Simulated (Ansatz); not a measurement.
A short molecular-dynamics run on CH$_{4}$BFO$_{2}$.

```yaml
crystal:
  periodic: [false, false, false]
  atoms:
    - {symbol: B, position_ang: [-0.129881, -0.145530, -0.803214]}
    - {symbol: C, position_ang: [0.415518, 0.746509, 0.398116]}
    - {symbol: O, position_ang: [-0.826552, -1.240691, -0.435215]}
    - {symbol: O, position_ang: [-0.139716, 0.478757, 1.622551]}
    - {symbol: F, position_ang: [1.797472, 0.446885, 0.414956]}
    - {symbol: H, position_ang: [0.099088, 0.101067, -1.952382]}
    - {symbol: H, position_ang: [0.354701, 1.827716, 0.246982]}
    - {symbol: H, position_ang: [-1.094757, -1.808997, -1.161012]}
    - {symbol: H, position_ang: [-0.387375, -0.452315, 1.652218]}
basis:
  gaussian: {orbitals: def2-SVP}
hamiltonian: {xc: {name: BLYP}}
md: {timestep: 0.5 fs, n_steps: 50, ensemble: nvt_nose_hoover, temperature: 700, initial_velocities: maxwell_boltzmann, seed: 20}
```

```sh
$ ansatz run in.yaml --threads 2 --pin off --events-out ev --progress --plain --max-ram 4352MiB
```

| step | time (fs) | potential energy (eV) | kinetic (eV) | T (K) | conserved (eV) |
| --- | --- | --- | --- | --- | --- |
| 0 | 0.0 | -8581.8775 | 0.6334 | 700 | -8581.2442 |
| 1 | 0.5 | -8581.8862 | 0.6419 | 709 | -8581.2443 |
| 2 | 1.0 | -8581.8565 | 0.6127 | 677 | -8581.2438 |
| 3 | 1.5 | -8581.7957 | 0.5529 | 611 | -8581.2429 |
| 4 | 2.0 | -8581.7179 | 0.4761 | 526 | -8581.2418 |
| 5 | 2.5 | -8581.6389 | 0.3980 | 440 | -8581.2409 |
| 6 | 3.0 | -8581.5729 | 0.3326 | 368 | -8581.2403 |
| 7 | 3.5 | -8581.5295 | 0.2895 | 320 | -8581.2401 |
| 8 | 4.0 | -8581.5123 | 0.2722 | 301 | -8581.2403 |
| 9 | 4.5 | -8581.5189 | 0.2782 | 308 | -8581.2408 |
| 10 | 5.0 | -8581.5413 | 0.2999 | 331 | -8581.2415 |
| 11 | 5.5 | -8581.5686 | 0.3266 | 361 | -8581.2422 |
| 12 | 6.0 | -8581.5910 | 0.3488 | 385 | -8581.2425 |
| 13 | 6.5 | -8581.6036 | 0.3615 | 400 | -8581.2424 |
| 14 | 7.0 | -8581.6085 | 0.3669 | 406 | -8581.2420 |
| 15 | 7.5 | -8581.6118 | 0.3705 | 410 | -8581.2418 |
| 16 | 8.0 | -8581.6174 | 0.3761 | 416 | -8581.2420 |
| 17 | 8.5 | -8581.6235 | 0.3819 | 422 | -8581.2423 |
| 18 | 9.0 | -8581.6251 | 0.3835 | 424 | -8581.2425 |
| 19 | 9.5 | -8581.6199 | 0.3786 | 418 | -8581.2423 |
| 20 | 10.0 | -8581.6111 | 0.3704 | 409 | -8581.2418 |
| 21 | 10.5 | -8581.6049 | 0.3646 | 403 | -8581.2415 |
| 22 | 11.0 | -8581.6055 | 0.3655 | 404 | -8581.2415 |
| 23 | 11.5 | -8581.6132 | 0.3730 | 412 | -8581.2417 |
| 24 | 12.0 | -8581.6239 | 0.3836 | 424 | -8581.2421 |
| 25 | 12.5 | -8581.6323 | 0.3919 | 433 | -8581.2423 |
| 26 | 13.0 | -8581.6336 | 0.3932 | 435 | -8581.2425 |
| 27 | 13.5 | -8581.6246 | 0.3843 | 425 | -8581.2426 |
| 28 | 14.0 | -8581.6034 | 0.3633 | 401 | -8581.2426 |
| 29 | 14.5 | -8581.5691 | 0.3293 | 364 | -8581.2425 |
| 30 | 15.0 | -8581.5233 | 0.2839 | 314 | -8581.2422 |
| 31 | 15.5 | -8581.4711 | 0.2326 | 257 | -8581.2416 |
| 32 | 16.0 | -8581.4232 | 0.1857 | 205 | -8581.2407 |
| 33 | 16.5 | -8581.3933 | 0.1566 | 173 | -8581.2401 |
| 34 | 17.0 | -8581.3916 | 0.1549 | 171 | -8581.2401 |
| 35 | 17.5 | -8581.4180 | 0.1807 | 200 | -8581.2408 |
| 36 | 18.0 | -8581.4610 | 0.2227 | 246 | -8581.2419 |
| 37 | 18.5 | -8581.5038 | 0.2650 | 293 | -8581.2427 |
| 38 | 19.0 | -8581.5339 | 0.2951 | 326 | -8581.2429 |
| 39 | 19.5 | -8581.5480 | 0.3098 | 342 | -8581.2425 |
| 40 | 20.0 | -8581.5514 | 0.3141 | 347 | -8581.2420 |
| 41 | 20.5 | -8581.5528 | 0.3163 | 350 | -8581.2415 |
| 42 | 21.0 | -8581.5592 | 0.3230 | 357 | -8581.2414 |
| 43 | 21.5 | -8581.5722 | 0.3361 | 371 | -8581.2416 |
| 44 | 22.0 | -8581.5891 | 0.3531 | 390 | -8581.2419 |
| 45 | 22.5 | -8581.6059 | 0.3701 | 409 | -8581.2421 |
| 46 | 23.0 | -8581.6194 | 0.3839 | 424 | -8581.2422 |
| 47 | 23.5 | -8581.6277 | 0.3925 | 434 | -8581.2423 |
| 48 | 24.0 | -8581.6294 | 0.3946 | 436 | -8581.2424 |
| 49 | 24.5 | -8581.6235 | 0.3891 | 430 | -8581.2423 |
| 50 | 25.0 | -8581.6110 | 0.3774 | 417 | -8581.2420 |

Velocities are drawn at the set temperature; a run this short doesn't reach equilibrium.

Frames (Å, forces in eV/Å):

```xyz
9
time=0.0 fs
B    -0.130   -0.146   -0.803    0.114    0.276    0.057
C     0.416    0.747    0.398   -0.272   -0.131   -0.226
O    -0.827   -1.241   -0.435   -0.067   -0.018    0.692
O    -0.140    0.479    1.623   -0.285    0.635    0.696
F     1.797    0.447    0.415    0.885   -0.249   -0.134
H     0.099    0.101   -1.952    0.089    0.075   -0.394
H     0.355    1.828    0.247   -0.088    0.637   -0.124
H    -1.095   -1.809   -1.161   -0.220   -0.486   -0.582
H    -0.387   -0.452    1.652   -0.156   -0.739    0.016
9
time=1.0 fs
B    -0.144   -0.151   -0.791    0.883    1.218   -1.057
C     0.412    0.751    0.407    0.022    0.348   -0.961
O    -0.823   -1.241   -0.438   -0.607   -0.925    0.432
O    -0.141    0.480    1.615   -0.779   -0.665    1.256
F     1.805    0.446    0.415    0.648   -0.267   -0.104
H     0.108    0.124   -1.977   -0.163   -0.179    0.502
H     0.381    1.854    0.223   -0.204   -0.132    0.145
H    -1.095   -1.816   -1.173   -0.042   -0.116   -0.115
H    -0.400   -0.482    1.650    0.242    0.719   -0.098
9
time=2.0 fs
B    -0.158   -0.156   -0.781    1.562    2.067   -1.876
C     0.408    0.755    0.415    0.336    0.723   -1.673
O    -0.820   -1.243   -0.440   -1.120   -1.811    0.154
O    -0.143    0.482    1.608   -1.124   -1.443    1.781
F     1.813    0.445    0.415    0.408   -0.271   -0.073
H     0.116    0.146   -1.998   -0.362   -0.378    1.108
H     0.405    1.878    0.200   -0.333   -0.773    0.404
H    -1.096   -1.825   -1.186    0.141    0.260    0.359
H    -0.410   -0.504    1.648    0.492    1.626   -0.184
9
time=3.0 fs
B    -0.171   -0.158   -0.771    2.082    2.715   -2.371
C     0.405    0.760    0.422    0.628    0.882   -2.272
O    -0.818   -1.245   -0.443   -1.476   -2.427    0.034
O    -0.145    0.482    1.602   -1.276   -1.622    2.207
F     1.821    0.444    0.414    0.175   -0.262   -0.045
H     0.120    0.164   -2.008   -0.496   -0.506    1.426
H     0.427    1.895    0.181   -0.451   -1.157    0.611
H    -1.096   -1.831   -1.196    0.248    0.479    0.633
H    -0.416   -0.512    1.643    0.565    1.898   -0.225
9
time=4.0 fs
B    -0.181   -0.159   -0.764    2.401    3.074   -2.562
C     0.402    0.766    0.427    0.859    0.806   -2.687
O    -0.816   -1.249   -0.445   -1.599   -2.624    0.135
O    -0.148    0.482    1.597   -1.226   -1.227    2.489
F     1.829    0.442    0.414   -0.045   -0.243   -0.023
H     0.120    0.178   -2.004   -0.566   -0.565    1.498
H     0.444    1.902    0.168   -0.538   -1.255    0.742
H    -1.094   -1.833   -1.200    0.247    0.473    0.624
H    -0.417   -0.502    1.636    0.467    1.561   -0.214
9
time=5.0 fs
B    -0.190   -0.156   -0.759    2.494    3.088   -2.465
C     0.400    0.772    0.430    1.000    0.483   -2.857
O    -0.815   -1.254   -0.447   -1.469   -2.353    0.449
O    -0.152    0.481    1.594   -0.954   -0.224    2.589
F     1.837    0.441    0.414   -0.249   -0.216   -0.012
H     0.114    0.186   -1.987   -0.574   -0.551    1.346
H     0.455    1.897    0.162   -0.580   -1.064    0.782
H    -1.089   -1.830   -1.198    0.139    0.245    0.329
H    -0.413   -0.477    1.628    0.192    0.592   -0.160
9
time=6.0 fs
B    -0.196   -0.151   -0.757    2.359    2.747   -2.073
C     0.399    0.779    0.430    1.038   -0.113   -2.739
O    -0.816   -1.261   -0.449   -1.129   -1.688    0.901
O    -0.157    0.479    1.592   -0.488    1.280    2.509
F     1.845    0.439    0.414   -0.438   -0.179   -0.014
H     0.103    0.188   -1.956   -0.512   -0.458    0.952
H     0.462    1.881    0.164   -0.568   -0.570    0.719
H    -1.083   -1.825   -1.193   -0.039   -0.130   -0.168
H    -0.407   -0.447    1.618   -0.223   -0.889   -0.087
9
time=7.0 fs
B    -0.200   -0.143   -0.756    2.019    2.092   -1.375
C     0.399    0.785    0.429    0.979   -0.976   -2.343
O    -0.817   -1.269   -0.451   -0.696   -0.851    1.304
O    -0.161    0.479    1.592   -0.027    2.611    2.305
F     1.853    0.438    0.414   -0.613   -0.129   -0.033
H     0.086    0.187   -1.917   -0.372   -0.271    0.278
H     0.463    1.861    0.172   -0.500    0.205    0.556
H    -1.077   -1.821   -1.190   -0.205   -0.482   -0.652
H    -0.404   -0.425    1.607   -0.584   -2.200   -0.040
9
time=8.0 fs
B    -0.203   -0.134   -0.756    1.527    1.215   -0.401
C     0.399    0.791    0.425    0.858   -1.941   -1.752
O    -0.818   -1.277   -0.452   -0.319   -0.140    1.397
O    -0.166    0.480    1.593    0.128    2.711    2.029
F     1.861    0.436    0.413   -0.780   -0.068   -0.064
H     0.067    0.183   -1.875   -0.161    0.006   -0.675
H     0.459    1.842    0.185   -0.390    1.094    0.334
H    -1.073   -1.822   -1.192   -0.258   -0.592   -0.838
H    -0.406   -0.424    1.595   -0.607   -2.285   -0.032
9
time=9.0 fs
B    -0.204   -0.123   -0.757    0.975    0.254    0.658
C     0.400    0.796    0.420    0.738   -2.611   -1.107
O    -0.820   -1.285   -0.451   -0.080    0.272    1.062
O    -0.171    0.482    1.596   -0.050    1.478    1.673
F     1.868    0.434    0.413   -0.943    0.002   -0.101
H     0.046    0.178   -1.839    0.072    0.320   -1.733
H     0.451    1.834    0.202   -0.275    1.717    0.147
H    -1.071   -1.828   -1.203   -0.159   -0.374   -0.588
H    -0.413   -0.443    1.583   -0.279   -1.059   -0.011
9
time=10.0 fs
B    -0.204   -0.112   -0.757    0.494   -0.609    1.376
C     0.402    0.798    0.414    0.667   -2.562   -0.520
O    -0.821   -1.294   -0.451    0.054    0.456    0.462
O    -0.176    0.486    1.599   -0.290   -0.082    1.230
F     1.874    0.432    0.413   -1.107    0.074   -0.137
H     0.025    0.177   -1.820    0.223    0.551   -2.476
H     0.441    1.841    0.220   -0.183    1.674    0.068
H    -1.071   -1.837   -1.219    0.024    0.036   -0.063
H    -0.423   -0.473    1.572    0.118    0.464    0.060
9
time=11.0 fs
B    -0.204   -0.102   -0.756    0.180   -1.224    1.311
C     0.404    0.798    0.408    0.649   -1.770    0.008
O    -0.823   -1.302   -0.450    0.167    0.592   -0.115
O    -0.181    0.489    1.604   -0.396   -1.204    0.740
F     1.880    0.431    0.412   -1.274    0.141   -0.165
H     0.006    0.182   -1.825    0.211    0.579   -2.462
H     0.429    1.865    0.239   -0.107    0.952    0.067
H    -1.071   -1.847   -1.235    0.189    0.420    0.450
H    -0.432   -0.498    1.560    0.382    1.513    0.166
9
time=12.0 fs
B    -0.203   -0.093   -0.754    0.007   -1.583    0.458
C     0.406    0.797    0.402    0.656   -0.641    0.533
O    -0.824   -1.309   -0.449    0.321    0.819   -0.469
O    -0.186    0.492    1.608   -0.337   -1.716    0.260
F     1.886    0.429    0.412   -1.439    0.203   -0.185
H    -0.010    0.191   -1.852    0.071    0.410   -1.672
H     0.416    1.897    0.259   -0.026   -0.053    0.058
H    -1.069   -1.852   -1.248    0.272    0.633    0.742
H    -0.438   -0.510    1.551    0.475    1.929    0.276
9
time=13.0 fs
B    -0.203   -0.085   -0.751   -0.122   -1.793   -0.723
C     0.410    0.795    0.396    0.664    0.390    1.059
O    -0.826   -1.316   -0.448    0.538    1.192   -0.523
O    -0.191    0.494    1.613   -0.132   -1.640   -0.164
F     1.890    0.427    0.411   -1.593    0.256   -0.196
H    -0.026    0.204   -1.895   -0.088    0.158   -0.538
H     0.402    1.929    0.279    0.071   -0.929   -0.005
H    -1.065   -1.852   -1.253    0.251    0.623    0.727
H    -0.439   -0.503    1.544    0.412    1.742    0.363
9
time=14.0 fs
B    -0.202   -0.079   -0.749   -0.266   -1.944   -1.757
C     0.413    0.794    0.391    0.653    1.099    1.536
O    -0.827   -1.323   -0.447    0.813    1.704   -0.282
O    -0.197    0.494    1.618    0.208   -0.956   -0.488
F     1.894    0.426    0.410   -1.724    0.303   -0.197
H    -0.043    0.219   -1.943   -0.191   -0.072    0.497
H     0.390    1.952    0.299    0.174   -1.484   -0.113
H    -1.058   -1.845   -1.252    0.135    0.402    0.406
H    -0.436   -0.480    1.540    0.197    0.948    0.398
9
time=15.0 fs
B    -0.202   -0.074   -0.749   -0.415   -2.050   -2.422
C     0.418    0.793    0.388    0.605    1.411    1.904
O    -0.827   -1.328   -0.447    1.110    2.279    0.161
O    -0.202    0.494    1.622    0.667    0.305   -0.684
F     1.897    0.425    0.410   -1.821    0.342   -0.190
H    -0.061    0.234   -1.987   -0.227   -0.237    1.235
H     0.379    1.961    0.318    0.274   -1.680   -0.238
H    -1.049   -1.835   -1.247   -0.040    0.042   -0.125
H    -0.432   -0.448    1.540   -0.152   -0.411    0.359
9
time=16.0 fs
B    -0.202   -0.072   -0.751   -0.534   -2.082   -2.696
C     0.422    0.793    0.385    0.504    1.291    2.122
O    -0.827   -1.332   -0.447    1.357    2.752    0.581
O    -0.207    0.495    1.626    1.124    1.694   -0.775
F     1.899    0.424    0.409   -1.875    0.373   -0.175
H    -0.082    0.246   -2.019   -0.214   -0.340    1.663
H     0.371    1.954    0.334    0.358   -1.515   -0.355
H    -1.042   -1.824   -1.243   -0.205   -0.301   -0.633
H    -0.428   -0.420    1.544   -0.514   -1.873    0.268
9
time=17.0 fs
B    -0.203   -0.071   -0.755   -0.597   -2.012   -2.630
C     0.428    0.795    0.385    0.352    0.700    2.174
O    -0.826   -1.335   -0.446    1.468    2.930    0.678
O    -0.211    0.496    1.630    1.332    2.221   -0.850
F     1.900    0.423    0.408   -1.880    0.396   -0.152
H    -0.105    0.255   -2.036   -0.171   -0.389    1.821
H     0.366    1.933    0.348    0.417   -0.971   -0.450
H    -1.036   -1.817   -1.245   -0.279   -0.440   -0.807
H    -0.430   -0.410    1.550   -0.642   -2.433    0.216
9
time=18.0 fs
B    -0.204   -0.072   -0.761   -0.597   -1.845   -2.267
C     0.433    0.797    0.386    0.166   -0.349    2.069
O    -0.824   -1.335   -0.445    1.416    2.743    0.320
O    -0.214    0.499    1.633    1.172    1.376   -0.959
F     1.901    0.422    0.407   -1.837    0.409   -0.119
H    -0.129    0.260   -2.035   -0.111   -0.389    1.736
H     0.365    1.903    0.357    0.434   -0.057   -0.513
H    -1.032   -1.813   -1.255   -0.231   -0.307   -0.513
H    -0.438   -0.422    1.558   -0.412   -1.580    0.246
9
time=19.0 fs
B    -0.206   -0.075   -0.770   -0.546   -1.618   -1.622
C     0.439    0.799    0.389   -0.028   -1.652    1.840
O    -0.821   -1.334   -0.444    1.255    2.318   -0.310
O    -0.217    0.502    1.636    0.834   -0.099   -1.039
F     1.900    0.421    0.406   -1.756    0.408   -0.075
H    -0.155    0.261   -2.018   -0.043   -0.330    1.397
H     0.368    1.873    0.361    0.408    1.053   -0.541
H    -1.031   -1.812   -1.269   -0.114   -0.019    0.067
H    -0.449   -0.448    1.569   -0.010   -0.060    0.283
9
time=20.0 fs
B    -0.208   -0.079   -0.780   -0.459   -1.389   -0.683
C     0.444    0.799    0.393   -0.228   -2.701    1.523
O    -0.818   -1.332   -0.443    1.070    1.848   -0.904
O    -0.219    0.506    1.638    0.557   -1.281   -1.036
F     1.898    0.421    0.404   -1.646    0.387   -0.019
H    -0.181    0.260   -1.987    0.025   -0.193    0.770
H     0.375    1.852    0.360    0.359    1.896   -0.532
H    -1.031   -1.811   -1.282   -0.006    0.240    0.622
H    -0.461   -0.476    1.582    0.329    1.194    0.259
9
time=21.0 fs
B    -0.211   -0.084   -0.790   -0.339   -1.207    0.532
C     0.449    0.798    0.399   -0.445   -2.928    1.136
O    -0.814   -1.328   -0.442    0.918    1.458   -1.248
O    -0.221    0.508    1.639    0.431   -1.845   -0.960
F     1.896    0.421    0.403   -1.515    0.341    0.051
H    -0.206    0.256   -1.949    0.076    0.036   -0.146
H     0.385    1.849    0.354    0.318    1.948   -0.476
H    -1.031   -1.808   -1.290    0.038    0.355    0.933
H    -0.469   -0.492    1.598    0.518    1.842    0.179
9
time=22.0 fs
B    -0.214   -0.090   -0.801   -0.181   -1.060    1.863
C     0.454    0.794    0.405   -0.658   -2.259    0.676
O    -0.809   -1.324   -0.442    0.822    1.191   -1.256
O    -0.223    0.510    1.639    0.460   -1.794   -0.840
F     1.892    0.421    0.402   -1.368    0.267    0.134
H    -0.231    0.253   -1.913    0.096    0.333   -1.210
H     0.399    1.864    0.343    0.281    1.161   -0.359
H    -1.031   -1.802   -1.289   -0.002    0.286    0.919
H    -0.473   -0.491    1.616    0.549    1.875    0.074
9
time=23.0 fs
B    -0.217   -0.098   -0.809    0.016   -0.844    2.921
C     0.459    0.788    0.412   -0.826   -1.185    0.161
O    -0.804   -1.319   -0.443    0.781    1.033   -0.931
O    -0.224    0.511    1.640    0.640   -1.139   -0.700
F     1.889    0.421    0.401   -1.207    0.173    0.227
H    -0.256    0.253   -1.888    0.085    0.591   -2.053
H     0.415    1.891    0.329    0.217    0.031   -0.189
H    -1.031   -1.793   -1.280   -0.126    0.047    0.591
H    -0.471   -0.473    1.634    0.420    1.292   -0.027
9
time=24.0 fs
B    -0.220   -0.106   -0.815    0.223   -0.397    3.249
C     0.463    0.781    0.420   -0.929   -0.212   -0.363
O    -0.798   -1.313   -0.445    0.765    0.917   -0.366
O    -0.225    0.510    1.639    0.968    0.120   -0.569
F     1.884    0.422    0.400   -1.034    0.065    0.325
H    -0.279    0.259   -1.883    0.076    0.655   -2.238
H     0.433    1.917    0.313    0.111   -0.941   -0.003
H    -1.032   -1.784   -1.265   -0.308   -0.300    0.057
H    -0.466   -0.443    1.652    0.129    0.092   -0.092
9
time=25.0 fs
B    -0.223   -0.114   -0.818    0.405    0.347    2.735
C     0.466    0.774    0.427   -0.983    0.444   -0.853
O    -0.792   -1.307   -0.446    0.709    0.705    0.208
O    -0.226    0.510    1.639    1.360    1.687   -0.471
F     1.879    0.422    0.399   -0.843   -0.053    0.419
H    -0.302    0.271   -1.898    0.108    0.461   -1.667
H     0.453    1.935    0.297   -0.025   -1.546    0.163
H    -1.036   -1.777   -1.249   -0.482   -0.615   -0.440
H    -0.459   -0.411    1.669   -0.250   -1.432   -0.096
```

It took 55 s on 2 threads of an Arm Neoverse V2 on a shared host, with 0.41 GiB of host memory at the peak.
